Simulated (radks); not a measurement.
These are the eigenvalues of the occupied orbitals of an atom or ion with whole-number occupations (hartree). Calculated with a radial shooting solver on a logarithmic mesh with Libxc functionals: Dirac Kohn-Sham, PBE, spin-unpolarised, spherical densities, finite nucleus; Fermi nuclear charge, rms radius of each element as measured or else 0.836 A^(1/3) + 0.57 fm.

1s1/2: -431.3402
2s1/2: -55.40178
2p1/2: -49.58214
2p3/2: -48.23832
3s1/2: -7.77586
3p1/2: -5.82030
3p3/2: -5.63563
3d3/2: -2.29178
3d5/2: -2.26491
4s1/2: -1.22899
4p1/2: -0.84294
4p3/2: -0.82820

Which element is it, and in what charge state? The configuration may be excited. Open shells, if any, are shared by 2j + 1.

Answer. Z = 33, arsenic, charge +2: As2+ in [Ar] 3d10 4s2 4p1. The list shows which subshells hold electrons but not how many an open one holds; the 1s level, -431.34 hartree, gives Z - s = 29.4 by -(Z - s)^2/2, which with screening and relativity narrows Z to a few neighbours, and the depths of the outer levels then fix element, charge and occupations together.
